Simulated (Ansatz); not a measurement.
Calculated with Ansatz (gas phase, PBE0-D4/def2-TZVP geometries, no zero-point term in ΔE). CCSD(T)/CBS is the MP2 limit (def2-TZVPP, def2-QZVPP) plus CCSD(T) − MP2 in def2-TZVPP, frozen cores. DFT in def2-TZVPP. B3LYP here is the variant with VWN-RPA as its local correlation; programs differ in this. One conformer a species, not always the lowest.

Consider the redistribution: `CB(S)C(N)F` + `C[SiH2]Cl` → `CB(C)S` + `NC(F)[SiH2]Cl`.

| level | ΔE (kcal/mol) | difference from CCSD(T)/CBS |
| --- | --- | --- |
| PBE0-D4 | 5.1 | 0.0 |
| B3LYP-D4 | 4.5 | -0.6 |
| ωB97X-V | 5.1 | 0.0 |
| ωB97M-V | 5.2 | 0.1 |
| B2PLYP | 4.7 | -0.4 |
| PBE0 | 4.9 | -0.2 |
| MP2/def2-TZVPP | 5.5 | 0.4 |
| CCSD/def2-TZVPP | 5.3 | 0.2 |
| CCSD(T)/def2-TZVPP | 5.4 | 0.3 |
| HF/CBS(def2) | 4.4 | -0.7 |
| CCSD(T)/CBS | 5.1 | 0 |

Largest T1 diagnostic among the species: 0.013.

In def2-TZVPP, CCSD(T) changes the Hartree–Fock value by +0.8 kcal/mol (the triples alone add +0.1 kcal/mol) and MP2 by +0.9 kcal/mol.
